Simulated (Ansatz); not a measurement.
Reaction (formal exchange of groups at a Ge–F bond): `[OH][Ge]([F])([F])[Cl]` + GeH₄ → `[OH][Ge]([F])([Cl])[GeH3]` + H–F

Computed with Ansatz on PBE0-D4/def2-TZVP structures; ΔE is electronic, products minus reactants. CCSD(T)/CBS is the MP2 limit (def2-TZVPP, def2-QZVPP) plus CCSD(T) − MP2 in def2-TZVPP, frozen cores. This one scheme is used for every species. DFT in def2-TZVPP. For Ge outer-core shells are correlated without core-valence functions, which leaves a few kJ/mol of doubt a bond. Scalar relativity is left out up to krypton. Each species was taken in one conformer, which may not be the lowest.

```
             level  ΔE (kcal/mol)
            r2SCAN            6.1
RPA@PBE/def2-TZVPP            6.4
CCSD(T)/def2-TZVPP            5.8
     HF/def2-QZVPP           12.5
```

Task: What does CCSD(T)/CBS give? (An estimate is asked.)

Result: Ansatz gave: +3.3 kcal/mol. The listed levels differ from it by 2.8, 3.1, 2.5, 9.2 kcal/mol.

Largest T1 diagnostic among the species: 0.012.

In def2-TZVPP, CCSD(T) changes the Hartree–Fock value by −6.2 kcal/mol (the triples alone add −0.5 kcal/mol) and MP2 by −6.9 kcal/mol. From BLYP to BHLYP (50 % exact exchange), in def2-TZVPP and without D4, ΔE moves by +2.6 kcal/mol.

CCSD(T)/CBS has its own doubt, a few kJ/mol and more with outer-core shells, so smaller differences from it don't rank the levels.
